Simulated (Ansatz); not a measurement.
The same path of BF2HO + H2 (7 atoms, charge 0, multiplicity 1) was run twice with different band settings. Lost on the way: B1–F2, H6–H7. Made: B1–H6, F2–H7.

Computed with Ansatz 0.2.0, RKS PBE-D4/def2-SVP.

Relaxed end points:

```xyz
7
Properties=species:S:1:pos:R:3
B -0.117 -0.486 -0.120
F -0.012 -0.769 1.187
O 0.954 -0.494 -0.949
H 1.778 -0.709 -0.477
F -1.320 -0.204 -0.611
H 0.222 2.361 0.802
H 0.214 1.875 1.397
```

```xyz
7
Properties=species:S:1:pos:R:3
B 0.090 0.417 -0.385
F -0.022 0.041 2.140
O 1.309 -0.100 -0.653
H 1.253 -1.006 -1.014
F -1.039 -0.229 -0.704
H 0.031 1.551 0.063
H 0.097 0.901 1.781
```

Common settings: movable images 9; climbing image yes; optimiser quadratic models (default); start path through a guess of the saddle point; force threshold 0.05 eV/Å; iteration limit 60; end points relaxed.

| run | spring |
| --- | --- |
| 1 | 5.0 eV/Å² |
| 2 | 50.0 eV/Å² |

**Question.** What does each run give, and how far can it be trusted?

**Answer.** Run 1: converged after 22 iterations, highest image 1.874 eV above the first end. The profile has 2 maxima (images 2, 7) with wells between them (image 4): this band takes more than one step, which may be the mechanism or a detour left from its start path. Neighbouring images differ by up to 1.2 eV, so the band resolves the path poorly. A vibrational analysis at the climbing image gives one clearly imaginary mode, 974i cm⁻¹: a first-order saddle point.
Run 2: converged after 31 iterations, highest image 1.874 eV above the first end. The profile has 2 maxima (images 2, 6) with wells between them (image 3): this band takes more than one step, which may be the mechanism or a detour left from its start path. Neighbouring images differ by up to 1.2 eV, so the band resolves the path poorly. Another band between the same ends (9 images) ends at a top of the same energy, where a vibrational analysis finds 1 clearly imaginary mode.
The orbitals stay closed-shell, which can raise the energy where a bond breaks towards radicals; this wasn't checked here.
